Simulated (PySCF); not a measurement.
Job for PySCF: U-HF/LANL2DZ on BHI2 (SMILES IBI), a point of a bond scan (R = 2.325 Å).

```python
from pyscf import gto, scf, dft, mp
from pyscf.data.elements import chemcore

mol = gto.M(
    atom='''
    B    -0.70417345   -0.42698726   -0.46384859
    H    -1.58315679   -0.95997341   -1.04284684
    I    -0.37434685    1.85012867   -0.79734720
    I     0.50063343   -1.58472360    0.83046480
    ''',
    basis='lanl2dz',
    ecp={'I': 'lanl2dz'},
    charge=0, spin=0, verbose=3, max_memory=1800)
mf = scf.UHF(mol)
mf.conv_tol = 1e-8
mf.max_cycle = 100
mf.init_guess_breaksym = True
mf.kernel()
if not mf.converged:
    mf = mf.newton().run(mf.mo_coeff, mf.mo_occ)
for _ in range(4):
    mo, _, stable, _ = mf.stability(return_status=True)
    if stable:
        break
    mf.kernel(mf.make_rdm1(mo, mf.mo_occ))
```

**Question.** Give the final energy of this run.

**Answer.** -47.5901 hartree.
